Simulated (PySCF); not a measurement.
PySCF job for CH₆FNOSi₂, SMILES F[Si@@H]1CN[SiH2]O1, ωB97X-D3(BJ)/def2-SVP. 

```python
import numpy as np
from pyscf import gto, scf, dft
import os
os.environ['JAX_PLATFORMS'] = 'cpu'
from ase import Atoms, units
from ase.calculators.calculator import Calculator, all_changes
from sella import Sella

mol = gto.M(
    atom='''
    F     0.79490926   -2.07263796   -0.75213846
    Si    0.37952286   -1.03102306    0.40022657
    C    -1.44124991   -0.50617986    0.19893186
    N    -1.39473184    0.94028799    0.05920465
    Si    0.12570912    1.69059292   -0.17707806
    O     1.09250156    0.37910343    0.09430172
    H     0.82366122   -1.56566612    1.66592251
    H    -2.06714416   -0.77233392    1.05574148
    H    -1.89578496   -0.97164218   -0.68385337
    H    -2.28491255    1.37933496   -0.10381528
    H     0.43913626    2.12790734   -1.53380614
    H     0.42822310    2.64439950    0.88254014
    ''',
    basis='def2-SVP',
    charge=0,
    spin=0,
    max_memory=1600,
    verbose=3,
)
mf = dft.RKS(mol, xc='wb97x-d3bj').density_fit(auxbasis='def2-universal-jkfit')
mf.grids.level = 3
mf.conv_tol = 1e-9
mf.max_cycle = 100
mf.kernel()
grad = mf.nuc_grad_method()
grad.grid_response = mol.nao <= 150
scan = grad.as_scanner()
scan.verbose = scan.base.verbose = 0
class SCF(Calculator):
    implemented_properties = ['energy', 'forces']
    def calculate(self, atoms=None, properties=None, system_changes=all_changes):
        super().calculate(atoms, properties, system_changes)
        e, g = scan(mol.set_geom_(self.atoms.positions, unit='Angstrom', inplace=False))
        assert scan.converged
        self.results = {'energy': float(e) * units.Hartree, 'forces': -np.asarray(g) * units.Hartree / units.Bohr}
atoms = Atoms(mol.elements, mol.atom_coords(unit='Angstrom'), calculator=SCF())
conv = Sella(atoms, order=0, internal=True, allow_fragments=True).run(fmax=0.002, steps=150)
mol_eq = mol.set_geom_(atoms.positions, unit='Angstrom', inplace=False)
print(mol_eq.tostring(format='xyz'))
mf.reset(mol_eq)
mf.verbose = 3
mf.kernel()
```

Log of the run:

```
converged SCF energy = -850.395479453043
     Step          Energy         fmax         cmax       rtrust          rho
Sella   0   -23140.439665       1.4902       0.0000       0.1000       1.0000
Sella   1   -23140.598567       1.4902       0.0000       0.1000       1.3278
Sella   2   -23140.639001       0.6318       0.0000       0.1000       1.1547
Sella   3   -23140.643193       0.2300       0.0000       0.1000       1.3351
Sella   4   -23140.644833       0.1255       0.0000       0.1000       1.2755
Sella   5   -23140.645419       0.0507       0.0000       0.1000       1.4396
Sella   6   -23140.646032       0.0327       0.0000       0.1000       1.5173
Sella   7   -23140.646940       0.0423       0.0000       0.1000       1.4764
Sella   8   -23140.647714       0.0516       0.0000       0.1000       1.2771
Sella   9   -23140.648054       0.0435       0.0000       0.1000       1.4540
Sella  10   -23140.648361       0.0268       0.0000       0.1000       1.3249
Sella  11   -23140.648523       0.0232       0.0000       0.1000       1.4191
Sella  12   -23140.648622       0.0205       0.0000       0.1000       1.2665
Sella  13   -23140.648649       0.0168       0.0000       0.1000       1.2917
Sella  14   -23140.648656       0.0108       0.0000       0.1000       1.2094
Sella  15   -23140.648657       0.0043       0.0000       0.1000       1.1872
Sella  16   -23140.648657       0.0025       0.0000       0.1000       1.0937
12
XYZ from PySCF
F           0.72959016       -2.03260548       -0.87388755
Si          0.36446478       -1.05561430        0.37217514
C          -1.44033989       -0.50430879        0.26675792
N          -1.38086373        0.89863967       -0.14570861
Si          0.15516816        1.70168680       -0.15608177
O           1.14733574        0.39500972        0.20872561
H           0.77932356       -1.77511347        1.59568919
H          -1.95146360       -0.64599359        1.23942876
H          -1.97210847       -1.13251816       -0.47159702
H          -2.26941600        1.34414055       -0.34022584
H           0.51192981        2.29440217       -1.47481292
H           0.32621944        2.75441792        0.88571472
converged SCF energy = -850.403159790057
```

The run converged.
